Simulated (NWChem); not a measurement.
System: C3H2BrCl; SMILES C=C=C(Cl)Br

NWChem printed, in part:

```
             Northwest Computational Chemistry Package (NWChem) 7.3.0
             --------------------------------------------------------

                             Geometry "geometry" -> ""
                             -------------------------

 Output coordinates in angstroms (scale by  1.889725989 to convert to a.u.)

  No.       Tag          Charge          X              Y              Z
 ---- ---------------- ---------- -------------- -------------- --------------
    1 C                    6.0000    -2.13227500     2.00328200     0.00000000
    2 C                    6.0000    -1.05284100     1.26657500     0.00000000
    3 C                    6.0000     0.02300100     0.52448000     0.00000000
    4 Cl                  17.0000     1.61706100     1.18671200     0.00000000
    5 Br                  35.0000    -0.07971500    -1.36062800     0.00000000
    6 H                    1.0000    -2.60198400     2.32452000    -0.93698100
    7 H                    1.0000    -2.60198400     2.32452000     0.93698100

 Effective nuclear repulsion energy (a.u.)     354.7457547675

  pbe96 is a nonlocal functional; adding pw91lda local functional.
                              NWChem Property Module
                              ----------------------

  itol2e modified to match energy
  convergence criterion.

                                 NWChem DFT Module
                                 -----------------

 Summary of "ao basis" -> "ao basis" (spherical)
 ------------------------------------------------------------------------------
       Tag                 Description            Shells   Functions and Types
 ---------------- ------------------------------  ------  ---------------------
 C                          def2-svp                 6       14   3s2p1d
 Cl                         def2-svp                 8       18   4s3p1d
 Br                         def2-svp                12       32   5s4p3d
 H                          def2-svp                 3        5   2s1p

  itol2e modified to match energy
  convergence criterion.

            General Information
            -------------------
          SCF calculation type: DFT
          Wavefunction type:  closed shell.
          No. of atoms     :     7
          No. of electrons :    72
           Alpha electrons :    36
            Beta electrons :    36
          Charge           :     0
          Spin multiplicity:     1
          Use of symmetry is: off; symmetry adaption is: off
          Maximum number of iterations: 150
          AO basis - number of functions:   102
                     number of shells:    44
          Convergence on energy requested:  1.00D-07
          Convergence on density requested:  1.00D-05
          Convergence on gradient requested:  5.00D-04

              XC Information
              --------------
          PerdewBurkeErnzerhof Exchange Functional  1.000
            Perdew 1991 LDA Correlation Functional  1.000 local
           PerdewBurkeErnz. Correlation Functional  1.000 non-local

             Grid Information
             ----------------
          Grid used for XC integration:  fine
          Radial quadrature: Mura-Knowles
          Angular quadrature: Lebedev.
          Tag              B.-S. Rad. Rad. Pts. Rad. Cut. Ang. Pts.
          ---              ---------- --------- --------- ---------
          C                   0.70       70          11.0       590
          Cl                  1.00      123          12.0       770
          Br                  1.15      140          12.0       974
          H                   0.35       60          12.0       590
          Grid pruning is: on
          Number of quadrature shells:   593
          Spatial weights used:  Erf1

      Superposition of Atomic Density Guess
      -------------------------------------

 Sum of atomic energies:       -3145.28231733

      Non-variational initial energy
      ------------------------------

 Total energy =   -3147.412181
 1-e energy   =   -5076.103900
 2-e energy   =    1573.945964
 HOMO         =      -0.245515
 LUMO         =      -0.022977

   convergence    iter        energy       DeltaE   RMS-Dens  Diis-err
 ---------------- ----- ----------------- --------- --------- ---------
 d= 0,ls=0.0,diis     1  -3148.4406425846 -3.50D+03  2.03D-02  9.46D-01
 d= 0,ls=0.0,diis     2  -3148.1387859520  3.02D-01  1.63D-02  3.27D+00
 d= 0,ls=0.0,diis     3  -3148.5151108824 -3.76D-01  4.73D-03  1.72D-01
 d= 0,ls=0.0,diis     4  -3148.5279844615 -1.29D-02  2.55D-03  7.09D-02
 d= 0,ls=0.0,diis     5  -3148.5391668645 -1.12D-02  5.32D-04  3.88D-03
  Resetting Diis
 d= 0,ls=0.0,diis     6  -3148.5395779363 -4.11D-04  2.92D-04  9.68D-04
 d= 0,ls=0.0,diis     7  -3148.5397169182 -1.39D-04  1.27D-04  2.02D-05
 d= 0,ls=0.0,diis     8  -3148.5397057534  1.12D-05  8.65D-05  1.02D-04
 d= 0,ls=0.0,diis     9  -3148.5397194769 -1.37D-05  1.30D-05  1.86D-06
 d= 0,ls=0.0,diis    10  -3148.5397197290 -2.52D-07  2.62D-06  7.83D-08
 d= 0,ls=0.0,diis    11  -3148.5397197363 -7.30D-09  8.78D-07  6.87D-09

         Total DFT energy =    -3148.539719736268
      One electron energy =    -5077.801959200541
           Coulomb energy =     1710.293768499012
    Exchange-Corr. energy =     -135.777283802221
 Nuclear repulsion energy =      354.745754767484

 Numeric. integr. density =       71.999999949423

                       DFT Final Molecular Orbital Analysis
                       ------------------------------------

 Vector   34  Occ=2.000000D+00  E=-2.730440D-01
              MO Center=  5.9D-01, -2.3D-01, -6.1D-09, r^2= 3.6D+00
   Bfn.  Coefficient  Atom+Function         Bfn.  Coefficient  Atom+Function
  ----- ------------  ---------------      ----- ------------  ---------------
    77     -0.445987  5 Br pz                55      0.435188  4 Cl pz
    74     -0.411692  5 Br pz                52      0.322545  4 Cl pz
    71      0.271780  5 Br pz                49      0.186350  4 Cl pz
    68     -0.088367  5 Br pz                34     -0.082207  3 C  pz
    20     -0.059233  2 C  pz                37     -0.045384  3 C  pz

 Vector   35  Occ=2.000000D+00  E=-2.501267D-01
              MO Center= -2.9D-01, -2.6D-02, -1.3D-09, r^2= 4.8D+00
   Bfn.  Coefficient  Atom+Function         Bfn.  Coefficient  Atom+Function
  ----- ------------  ---------------      ----- ------------  ---------------
    75      0.453420  5 Br px                72      0.419201  5 Br px
    54      0.273300  4 Cl py                69     -0.274571  5 Br px
     5     -0.220565  1 C  py                51      0.205050  4 Cl py
    19     -0.185422  2 C  py                 4     -0.153529  1 C  px
     8     -0.143541  1 C  py                48      0.117166  4 Cl py

 Vector   36  Occ=2.000000D+00  E=-2.183973D-01
              MO Center= -2.5D-01,  4.7D-01, -1.4D-09, r^2= 3.9D+00
   Bfn.  Coefficient  Atom+Function         Bfn.  Coefficient  Atom+Function
  ----- ------------  ---------------      ----- ------------  ---------------
    20      0.362432  2 C  pz                77     -0.357867  5 Br pz
    34      0.307816  3 C  pz                55     -0.309241  4 Cl pz
    74     -0.295348  5 Br pz                23      0.238479  2 C  pz
    52     -0.210128  4 Cl pz                71      0.194352  5 Br pz
    37      0.182273  3 C  pz                93      0.130233  6 H  s

 Vector   37  Occ=0.000000D+00  E=-7.799119D-02
              MO Center= -9.8D-01,  8.8D-01, -2.9D-10, r^2= 4.3D+00
   Bfn.  Coefficient  Atom+Function         Bfn.  Coefficient  Atom+Function
  ----- ------------  ---------------      ----- ------------  ---------------
    76      0.511950  5 Br py                 8     -0.374340  1 C  py
    36      0.359286  3 C  py                 5     -0.316959  1 C  py
    19      0.279042  2 C  py                 7     -0.262668  1 C  px
    22      0.259288  2 C  py                33      0.258802  3 C  py
    65      0.254561  5 Br s                 53      0.248661  4 Cl px

 Vector   38  Occ=0.000000D+00  E=-4.023314D-02
              MO Center= -7.3D-01,  1.0D+00,  3.3D-08, r^2= 3.4D+00
   Bfn.  Coefficient  Atom+Function         Bfn.  Coefficient  Atom+Function
  ----- ------------  ---------------      ----- ------------  ---------------
    37     -0.557605  3 C  pz                23      0.535494  2 C  pz
    34     -0.454268  3 C  pz                20      0.448917  2 C  pz
    94      0.354715  6 H  s                 99     -0.354715  7 H  s
    55      0.227906  4 Cl pz                77      0.203942  5 Br pz
    93      0.172643  6 H  s                 98     -0.172643  7 H  s

[...]

          -----------------------
          Electric field gradient
          -----------------------

 1 a.u. = 0.324123 10**(16) esu/cm**3  ( or statvolts/cm**2 ) = 0.97174 10**(22) v/m**2

 ------------------------------------------------------------
   Atom      X         Y         Z
 ------------------------------------------------------------
    1 C   -4.02942   3.78565   0.00000
 ------------------------------------------------------------

 Electric field gradient in molecular frame (a.u.)
         XX             YY             ZZ             XY             XZ             YZ
 ------------------------------------------------------------------------------------------
        0.005480      -0.082211       0.076732      -0.116244       0.000000       0.000000

 Principal components (a.u.) and orientation
 of principal axis w.r.t. absolute frame                      Asymmetry parameter eta
 --------------------------------------------------------------------------------------
       -0.162603       0.085872       0.076732                       0.056212

        0.568807       0.822471      -0.000000
        0.822471      -0.568807       0.000000
       -0.000000       0.000000       1.000000

 ------------------------------------------------------------
   Atom      X         Y         Z
 ------------------------------------------------------------
    2 C   -1.98958   2.39348   0.00000
 ------------------------------------------------------------

 Electric field gradient in molecular frame (a.u.)
         XX             YY             ZZ             XY             XZ             YZ
 ------------------------------------------------------------------------------------------
        0.109422      -0.037328      -0.072094      -0.172023      -0.000000       0.000000

 Principal components (a.u.) and orientation
 of principal axis w.r.t. absolute frame                      Asymmetry parameter eta
 --------------------------------------------------------------------------------------
        0.223066      -0.150972      -0.072094                       0.353609

        0.834369       0.551207       0.000000
       -0.551207       0.834369       0.000000
       -0.000000      -0.000000       1.000000

 ------------------------------------------------------------
   Atom      X         Y         Z
 ------------------------------------------------------------
    3 C    0.04347   0.99112   0.00000
 ------------------------------------------------------------

 Electric field gradient in molecular frame (a.u.)
         XX             YY             ZZ             XY             XZ             YZ
 ------------------------------------------------------------------------------------------
       -0.075379      -0.173161       0.248539      -0.171856       0.000000      -0.000000

 Principal components (a.u.) and orientation
 of principal axis w.r.t. absolute frame                      Asymmetry parameter eta
 --------------------------------------------------------------------------------------
       -0.302945       0.248539       0.054405                       0.640824

        0.602648       0.000000       0.798007
        0.798007      -0.000000      -0.602648
        0.000000       1.000000      -0.000000

 ------------------------------------------------------------
   Atom      X         Y         Z
 ------------------------------------------------------------
    4 Cl   3.05580   2.24256   0.00000
 ------------------------------------------------------------

 Electric field gradient in molecular frame (a.u.)
         XX             YY             ZZ             XY             XZ             YZ
 ------------------------------------------------------------------------------------------
       -2.874367       1.090608       1.783759      -2.007375       0.000000       0.000000

 Principal components (a.u.) and orientation
 of principal axis w.r.t. absolute frame                      Asymmetry parameter eta
 --------------------------------------------------------------------------------------
       -3.713193       1.929435       1.783759                       0.039232

        0.922682      -0.385563       0.000000
        0.385563       0.922682      -0.000000
       -0.000000       0.000000       1.000000

 ------------------------------------------------------------
   Atom      X         Y         Z
 ------------------------------------------------------------
    5 Br  -0.15064  -2.57121   0.00000
 ------------------------------------------------------------

 Electric field gradient in molecular frame (a.u.)
         XX             YY             ZZ             XY             XZ             YZ
 ------------------------------------------------------------------------------------------
        3.863437      -7.491380       3.627942      -0.519548      -0.000000      -0.000000

 Principal components (a.u.) and orientation
 of principal axis w.r.t. absolute frame                      Asymmetry parameter eta
 --------------------------------------------------------------------------------------
       -7.515103       3.887160       3.627942                       0.034493

        0.045613       0.998959       0.000000
        0.998959      -0.045613      -0.000000
        0.000000      -0.000000       1.000000

 ------------------------------------------------------------
   Atom      X         Y         Z
 ------------------------------------------------------------
    6 H   -4.91704   4.39271  -1.77064
 ------------------------------------------------------------

 Electric field gradient in molecular frame (a.u.)
         XX             YY             ZZ             XY             XZ             YZ
 ------------------------------------------------------------------------------------------
        0.067678       0.117006      -0.184684       0.063359      -0.167734       0.114709

 Principal components (a.u.) and orientation
 of principal axis w.r.t. absolute frame                      Asymmetry parameter eta
 --------------------------------------------------------------------------------------
       -0.308676       0.160332       0.148344                       0.038835

        0.429949       0.564239       0.704825
       -0.294024       0.825611      -0.481576
        0.853636       0.000182      -0.520871

 ------------------------------------------------------------
   Atom      X         Y         Z
 ------------------------------------------------------------
    7 H   -4.91704   4.39271   1.77064
 ------------------------------------------------------------

 Electric field gradient in molecular frame (a.u.)
         XX             YY             ZZ             XY             XZ             YZ
 ------------------------------------------------------------------------------------------
        0.067678       0.117006      -0.184684       0.063359       0.167734      -0.114709

 Principal components (a.u.) and orientation
 of principal axis w.r.t. absolute frame                      Asymmetry parameter eta
 --------------------------------------------------------------------------------------
       -0.308676       0.160332       0.148344                       0.038835

       -0.429949       0.564239       0.704825
        0.294024       0.825611      -0.481576
        0.853636      -0.000182       0.520871
```

Level: PBE/def2-SVP. Geometry: optimised at PBE0/def2-SVP. NWChem prints the field gradient with the sign opposite to the second derivative of the potential.

Task: Reconstruct the input file.

Result: This is not unique; one that fits is the input that was run:
```
start job
memory heap 200 mb stack 900 mb global 1100 mb
geometry units angstroms noautosym nocenter noautoz
  C     -2.132275     2.003282     0.000000
  C     -1.052841     1.266575     0.000000
  C      0.023001     0.524480     0.000000
  Cl     1.617061     1.186712     0.000000
  Br    -0.079715    -1.360628     0.000000
  H     -2.601984     2.324520    -0.936981
  H     -2.601984     2.324520     0.936981
end
basis spherical
  C library def2-svp
  Cl library def2-svp
  Br library def2-svp
  H library def2-svp
end
dft
  xc xpbe96 cpbe96
  iterations 150
end
property
  efieldgrad
end
task dft property
```
